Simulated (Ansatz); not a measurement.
Reaction (atomization): `[F][Al]1[O]C[SiH2]1` → Al• + C• + F• + 4 H• + O• + Si•

Program: Ansatz. Geometries: PBE0-D4/def2-TZVP. ΔE: electronic, gas phase. CCSD(T)/CBS is the MP2 limit (def2-TZVPP, def2-QZVPP) plus CCSD(T) − MP2 in def2-TZVPP, frozen cores. This one scheme is used for every species, atoms too. For atomizations the MP2-based limit and the directly extrapolated one differ by several kJ/mol either way, and by 10 to 25 for some Ge, Se and Sn compounds, so smaller differences from it don't rank the levels. DFT in def2-TZVPP. B3LYP here is the variant with VWN-RPA as its local correlation; programs differ in this. HSE06 is defined as in plane-wave codes. No spin–orbit coupling; open shells (•) take unrestricted orbitals. Spin–orbit coupling would lower the free atoms: a little for Al, C, F, O, Si.

| level | ΔE (kJ/mol) | difference from CCSD(T)/CBS |
| --- | --- | --- |
| LDA (SPW92) | 3778.5 | 468.9 |
| PBE-D4 | 3349.0 | 39.4 |
| revPBE-D4 | 3259.2 | -50.4 |
| BLYP-D4 | 3281.0 | -28.6 |
| r2SCAN-D4 | 3315.4 | 5.8 |
| B97M-V | 3311.6 | 2.0 |
| PBE0-D4 | 3277.5 | -32.1 |
| B3LYP-D4 | 3276.7 | -32.9 |
| r2SCANh-D4 | 3286.5 | -23.1 |
| BHLYP-D4 | 3172.3 | -137.3 |
| CAM-B3LYP-D4 | 3302.8 | -6.8 |
| ωB97X-V | 3315.2 | 5.6 |
| ωB97M-V | 3303.3 | -6.3 |
| B2PLYP | 3256.4 | -53.2 |
| PBE-QIDH | 3267.8 | -41.8 |
| PBE | 3330.3 | 20.7 |
| revPBE | 3205.6 | -104.0 |
| BLYP | 3240.1 | -69.5 |
| r2SCAN | 3311.1 | 1.5 |
| PBE0 | 3261.7 | -47.9 |
| r2SCANh | 3281.8 | -27.8 |
| r2SCAN0 | 3239.9 | -69.7 |
| HSE06 | 3264.7 | -44.9 |
| BHLYP | 3147.3 | -162.3 |
| CAM-B3LYP | 3286.6 | -23.0 |
| LC-ωPBE | 3295.4 | -14.2 |
| HF/def2-SVP | 2369.1 | -940.5 |
| MP2/def2-SVP | 3152.9 | -156.7 |
| CCSD/def2-SVP | 3047.2 | -262.4 |
| CCSD(T)/def2-SVP | 3083.0 | -226.6 |
| HF/def2-TZVPP | 2377.3 | -932.3 |
| MP2/def2-TZVPP | 3295.3 | -14.3 |
| SCS-MP2/def2-TZVPP | 3260.3 | -49.3 |
| CCSD/def2-TZVPP | 3156.8 | -152.8 |
| HF/def2-QZVPP | 2385.6 | -924.0 |
| MP2/def2-QZVPP | 3354.1 | 44.5 |
| SCS-MP2/def2-QZVPP | 3325.0 | 15.4 |
| HF/CBS(def2) | 2386.8 | -922.8 |
| MP2/CBS(def2) | 3392.7 | 83.1 |
| CCSD/CBS(def2) | 3254.2 | -55.4 |
| CCSD(T)/CBS | 3309.6 | 0 |

Largest T1 diagnostic among the species: 0.018.

From BLYP to BHLYP (50 % exact exchange), in def2-TZVPP and without D4, ΔE moves by −92.9 kJ/mol: exact exchange takes away binding that semilocal exchange gives to molecules. Leaving LDA and LC-ωPBE aside and taking each functional with its dispersion term where it has one, the values spread over 176.7 kJ/mol, from BHLYP-D4 to PBE-D4. LDA lies +448.1 kJ/mol from PBE without D4, its usual overbinding. At CCSD(T), def2-SVP lies −226.6 kJ/mol from the extrapolated value and def2-TZVPP −97.4 kJ/mol: correlation converges slowly with the basis, and small sets miss more of it in the bonded molecule than in its fragments.
